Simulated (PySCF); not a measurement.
Species: CH8BNSSi.
Bonds: C1–S2, S2–B3, B3–N4, N4–Si5. Hydrogens: H6, H7, H8 on C1; H9 on B3; H10 on N4; H11, H12, H13 on Si5.

Torsions of this conformer, `[CH3:1][S:2][BH:3][NH:4][SiH3:5]`: C1–S2–B3–N4 179°, S2–B3–N4–Si5 178°.

The closed-shell ground state was solved at several levels (PySCF, density fitting, gas phase, non-relativistic). Isolated species at its GFN2-xTB geometry (one conformer only). GFN2-xTB frequencies show an imaginary mode (63i cm⁻¹), so this geometry is no minimum at that level.

| level | basis functions | total energy (Eh) | HOMO (eV) | LUMO (eV) | gap (eV) | dipole (D) |
| --- | --- | --- | --- | --- | --- | --- |
| CAM-B3LYP/def2-SVPD | 175 | -809.9352 | -8.09 | 0.84 | 8.93 | 0.50 |
| PBE0/def2-SVPD | 175 | -809.5771 | -6.83 | 0.00 | 6.83 | 0.46 |

(1) Estimate the row for PBE0/pcSseg-1, a basis of 139 functions; the other rows only guide the guess.

(2) Over all these levels, which gives the widest orbital gap and which the narrowest?

(3) How far do the dipole and the HOMO energy spread over the levels?

Answers

(1) Total energy -809.8242 Eh, HOMO -6.80 eV, LUMO 0.17 eV, gap 6.97 eV, dipole 0.58 D.

(2) CAM-B3LYP/def2-SVPD (range-separated hybrid) has the widest, 8.93 eV, and PBE0/def2-SVPD (global hybrid, 25 % exact exchange) the narrowest, 6.83 eV. The two share the basis. From the narrowest to the widest the HOMO moves by -1.26 eV and the LUMO by +0.84 eV.

(3) The dipole runs from 0.46 to 0.58 D (mean 0.51 D) and the HOMO from -8.09 to -6.80 eV.
